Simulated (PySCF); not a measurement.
## A small calculation by hand: oscillator strength and radiative lifetime

F₂H₄SSi₂, SMILES F[SiH](F)S[SiH3].

Geometry: TPSSh-D3(BJ)/def2-SVP. This is a generated structure with no PubChem entry under its InChIKey; it may be hypothetical. Other conformers were not sampled.

TDA-PBE0/def2-SVPD in PySCF puts the first singlet state with f over 0.02 at 7.18 eV (vertical), with the transition dipole (-0.499, -0.094, 0.125) in atomic units.

### Question
Find the oscillator strength, the wavelength and the radiative lifetime that this transition would have in vacuum if emission retraced absorption.

### Answer

|μ|² = 0.2735 au, so |μ| = 1.33 D. ΔE = 7.18/27.211 = 0.2639 hartree. f = (2/3) ΔE |μ|² = 0.048 (the program prints 0.048).
λ = 1239.84/7.18 = 173 nm; ν = 57911 cm⁻¹.
Einstein's coefficient A = 0.6670 ν² f s⁻¹ (ν in cm⁻¹) = 1.1e8 s⁻¹, so τ = 1/A = 9.3 ns. This state is S4; the lower singlets have f = 0.009, 0.015, 0.004. The figure is the radiative limit of this one transition; relaxation, internal conversion, crossing to triplets and a medium change what is measured.
